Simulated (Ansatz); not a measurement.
`[CH3][Sn][NH2]` + H₂O → `[CH3][Sn][OH]` + NH₃ at 600 K and 1 bar (formal hydrolysis of the Sn–N bond).

Computed with Ansatz on PBE0-D4/def2-TZVP structures; ΔE is electronic, products minus reactants. CCSD(T)/CBS adds triple-zeta CCSD(T) − MP2 to the extrapolated MP2 energy (def2 sets, frozen cores). This one scheme is used for every species. def2 core potentials past Kr. For Sn outer-core shells are correlated without core-valence functions, which leaves a few kJ/mol of doubt a bond. Each species was taken in one conformer, which may not be the lowest.

```
         species  CCSD(T)/CBS energy (Eh)  H − E (kJ/mol)  S (J/(mol·K))
`[CH3][Sn][NH2]`               -309.80337           205.4          398.8
             H₂O                -76.37941            76.8          212.8
 `[CH3][Sn][OH]`               -329.68108           169.9          379.1
             NH₃                -56.50880           112.4          219.5
```

H − E and S are ideal-gas, rigid-rotor, harmonic terms from PBE0-D4/def2-TZVP, for one conformer and one mirror image of each species. 1 Eh = 2625.50 kJ/mol, R = 8.31446 J/(mol·K).

**Question.** By hand: ΔE, ΔH, ΔS and ΔG.

**Answer.** ΔE = (-329.68108) + (-56.50880) − (-309.80337) − (-76.37941) = -0.00710 Eh = -18.6 kJ/mol. Δ(H − E) = 169.9 + 112.4 − 205.4 − 76.8 = 0.1, so ΔH = -18.5 kJ/mol. ΔS = 379.1 + 219.5 − 398.8 − 212.8 = -13.0 J/(mol·K). ΔG = -18.5 − 600 × (-13.0)/1000 = -10.7 kJ/mol.

**Question.** By hand: the equilibrium constant, and the temperature at which ΔG would vanish if ΔH and ΔS stayed fixed.

**Answer.** log₁₀ K = −ΔG/(RT ln 10) = 0.9. ΔG = 0 at ΔH/ΔS = 1423 K, though so small a ΔS makes that figure unsure.

TΔS isn't small against ΔH here. A doubt of 5 kJ/mol in ΔE shifts log₁₀ K by 0.4 here. Other conformers and mirror images would add mixing entropy, several J/(mol·K) or more a flexible species. Modes under 60 cm⁻¹, often nearly free rotors, make the harmonic entropy too high. These are equilibria of isolated gas molecules and say nothing of rates. Largest T1 diagnostic: 0.016 (customary marks: 0.02 for closed shells, 0.045 for open ones).
